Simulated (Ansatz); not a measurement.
Two isomers of C4H7Br: A = `CC(C)=CBr`, B = `CC/C=C\Br`.

Isolated molecules relaxed with PBE0-D4/def2-TZVP in Ansatz; ΔE leaves out vibrations. CBS: MP2 limit from def2 TZ/QZ plus the TZ coupled-cluster correction, frozen cores. DFT in def2-TZVPP. B3LYP here is the variant with VWN-RPA as its local correlation; programs differ in this. For Br outer-core shells are correlated without core-valence functions, which leaves a few kJ/mol of doubt a bond. Scalar relativity is left out up to krypton. One conformer a species, not always the lowest.

A:

Z-matrix (Å, degrees):
```
C
C 1 1.490
H 1 1.095 2 110.2
H 1 1.095 2 110.2 3 117.5
H 1 1.089 2 112.3 3 -121.3
C 2 1.498 1 116.1 3 -58.5
C 2 1.328 1 125.0 3 121.5
H 6 1.090 2 112.2 1 -180.0
H 6 1.095 2 110.5 1 -59.0
H 6 1.095 2 110.5 1 59.0
Br 7 1.885 2 125.1 1 -0.0
H 7 1.081 2 122.9 1 180.0
```

B:

```xyz
12

C     0.7071    1.2601    0.7687
C    -0.1753    0.0163    0.7384
C    -0.6905   -0.2688   -0.6283
C    -0.4467   -1.3228   -1.3900
Br    0.6428   -2.7769   -0.8821
H     1.0430    1.4726    1.7858
H     1.5898    1.1249    0.1402
H     0.1685    2.1383    0.4034
H    -1.0287    0.1630    1.4105
H     0.3780   -0.8476    1.1118
H    -1.3345    0.4879   -1.0748
H    -0.8536   -1.4470   -2.3836
```

Q: Which isomer does CCSD(T)/CBS put lower? Give the gap. (An estimate is asked.)

A: Ansatz gave: A, by 14.1 kJ/mol.

Q: Give E(B) − E(A) in kJ/mol with PBE0-D4, PBE-D4, MP2/def2-TZVPP, CCSD(T)/def2-SVP, CCSD/def2-TZVPP, B3LYP, LDA (SPW92). (An estimate is asked.)

A: Ansatz gave: PBE0-D4 16.0, PBE-D4 16.2, MP2/def2-TZVPP 16.1, CCSD(T)/def2-SVP 14.0, CCSD/def2-TZVPP 13.3, B3LYP 13.3, LDA (SPW92) 20.1. None reverses the order clearly.

Q: Does the order hold for the free energy at 298.15 K (harmonic terms from PBE0-D4)? (Best estimate.)

A: Ansatz gave: Yes: G(B) − G(A) = +14.8 kJ/mol, for one conformer each. Modes under 60 cm⁻¹, often nearly free rotors, make the harmonic entropy too high.

Largest T1 diagnostic: 0.009.

Leaving LDA and LC-ωPBE aside and taking each functional with its dispersion term where it has one, the values, not all of them listed here, spread over 3.2 kJ/mol, from B2PLYP to B97M-V. LDA lies +4.7 kJ/mol from PBE without D4. In def2-TZVPP, CCSD(T) changes the Hartree–Fock value by +3.7 kJ/mol (the triples alone add +0.9 kJ/mol) and MP2 by +5.6 kJ/mol.
